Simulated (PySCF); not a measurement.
HgCl₂, SMILES [Cl][Hg][Cl].

Coordinates come from a B3LYP-D3(BJ)/def2-TZVP optimisation. The isomer is the one that the SMILES or the coordinates give; other isomers of the formula were not compared. The def2 effective core potentials stand for the cores of Hg; spin–orbit coupling is left out.

These are TDDFT-B3LYP/def2-SVPD in PySCF values and carry that method's errors.

Vertical excitations; the highest root listed may be one member of a degenerate set.  State labels are in the subgroup D2h.

```csv
state,symmetry,energy (eV),λ (nm),f,main pairs
S1,B2g,4.63,268,0.000,HOMO−1→LUMO (degenerate set)
S2,B3g,4.63,268,0.000,HOMO→LUMO (degenerate set)
S3,B2u,5.24,237,0.014,HOMO−3→LUMO (degenerate set)
S4,B3u,5.24,237,0.014,HOMO−2→LUMO (degenerate set)
S5,B1u,6.62,187,0.132,"HOMO−4→LUMO 49 %, HOMO→LUMO+1 25 %, HOMO−1→LUMO+2 25 %"
S6,Au,6.89,180,0.000,"HOMO−1→LUMO+1 50 %, HOMO→LUMO+2 50 %"
S7,B1u,6.92,179,0.000,"HOMO−1→LUMO+2, HOMO→LUMO+1 (degenerate set)"
S8,Au,6.92,179,0.000,"HOMO→LUMO+2, HOMO−1→LUMO+1 (degenerate set)"
S9,Ag,7.12,174,0.000,"HOMO−5→LUMO 74 %, HOMO−3→LUMO+1 13 %, HOMO−2→LUMO+2 13 %"
S10,B1g,7.49,166,0.000,"HOMO−3→LUMO+2 50 %, HOMO−2→LUMO+1 50 %"
T1,B3g,4.20,295,0,HOMO→LUMO (degenerate set)
T2,B2g,4.20,295,0,HOMO−1→LUMO (degenerate set)
T3,B2u,4.80,258,0,HOMO−3→LUMO (degenerate set)
T4,B3u,4.80,258,0,HOMO−2→LUMO (degenerate set)
```
Triplets are in the Tamm–Dancoff approximation, which puts them higher than full response would, so one can lie above its singlet here.
